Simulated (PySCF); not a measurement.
Job for PySCF: D3(BJ) and D4 dispersion corrections on CH4GeO (SMILES C[O][GeH]), a point of a torsion scan.

```python
from pyscf import gto
from pyscf.dispersion import dftd3, dftd4

mol = gto.M(
    atom='''
    C    -0.87320297   -0.28468105    0.01326691
    O     0.25874918    0.53930819   -0.08277231
    Ge    1.84695658    1.19218547   -0.04210016
    H    -0.79001287   -1.10970498   -0.69775105
    H    -1.76250742    0.30367767   -0.22552135
    H    -0.97417882   -0.68973575    1.02289980
    H     2.22463866    1.05858898    1.65074045
    ''',
    basis='def2-svp',
    charge=0, spin=0, verbose=0, max_memory=1800)
d3, d4 = {}, {}
for xc in ['hf', 'pbe', 'blyp', 'revpbe', 'tpss', 'r2scan', 'b3lyp', 'pbe0', 'bhlyp', 'camb3lyp', 'b2plyp']:
    d3[xc] = float(dftd3.DFTD3Dispersion(mol, xc=xc, version='d3bj', atm=False).get_dispersion()['energy'])
    print(f'D3(BJ) {xc:10s} {d3[xc]:14.8f} Eh')
for xc in ['hf', 'pbe', 'blyp', 'revpbe', 'tpss', 'r2scan', 'b3lyp', 'pbe0', 'bhlyp', 'camb3lyp', 'b2plyp']:
    d4[xc] = float(dftd4.DFTD4Dispersion(mol, xc={'camb3lyp': 'cam-b3lyp'}.get(xc, xc), atm=True).get_dispersion()['energy'])
    print(f'D4     {xc:10s} {d4[xc]:14.8f} Eh')
```

Program output:

```
D3(BJ) hf            -0.03168888 Eh
D3(BJ) pbe           -0.00375102 Eh
D3(BJ) blyp          -0.00818076 Eh
D3(BJ) revpbe        -0.00947245 Eh
D3(BJ) tpss          -0.00479889 Eh
D3(BJ) r2scan        -0.00103996 Eh
D3(BJ) b3lyp         -0.00670822 Eh
D3(BJ) pbe0          -0.00330266 Eh
D3(BJ) bhlyp         -0.00535241 Eh
D3(BJ) camb3lyp      -0.00309367 Eh
D3(BJ) b2plyp        -0.00319315 Eh
D4     hf            -0.01440833 Eh
D4     pbe           -0.00389841 Eh
D4     blyp          -0.00869558 Eh
D4     revpbe        -0.01253610 Eh
D4     tpss          -0.00527766 Eh
D4     r2scan        -0.00092486 Eh
D4     b3lyp         -0.00632098 Eh
D4     pbe0          -0.00327782 Eh
D4     bhlyp         -0.00480389 Eh
D4     camb3lyp      -0.00332267 Eh
D4     b2plyp        -0.00271618 Eh
```

The run finished.

Cost: roughly 0.020 core-seconds.
